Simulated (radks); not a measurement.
Results of a calculation; reference values are marked as such.
Er29+, configuration [Kr] 4d3 (the NIST ground configuration). Code: a radial shooting solver on a logarithmic mesh with Libxc functionals. Model: scalar-relativistic Kohn-Sham, LDA (Slater exchange, VWN5 correlation), spin-polarised, spherical densities, finite nucleus; open shells are filled with parallel spins first (spin-orbit coupling, left out, can overturn this in heavy ions); Fermi nuclear charge, rms radius 5.2516 fm. Some entries of the table are withheld. Estimate them.

orbital  occ.  eigenvalue (eV)  <r^2> (bohr^2)
1s up       1        -58361.67       0.0005688
1s down     1        -58361.56       0.0005688
2s up       1        -10685.35        0.008841
2s down     1        -10682.65        0.008840
2p up       3        -9577.897        0.007186
2p down     3        -9575.657        0.007185
3s up       1        -3186.818         0.05730
3s down     1        -3184.934         0.05724
3p up       3        -2849.636         0.05739
3p down     3        -2847.644         0.05732
3d up       5        -2432.324         0.04746
3d down     5        -2429.824         0.04742
4s up       1        -1349.688          0.2448
4s down     1        -1342.736          0.2450
4p up       3        -1227.237             (1)
4p down     3        -1220.371             (2)
4d up       3        -1068.523          0.2697
4d down     0        -1061.698          0.2703

Answer. 
(1) 4p up <r^2> (bohr^2): 0.2619
(2) 4p down <r^2> (bohr^2): 0.2622
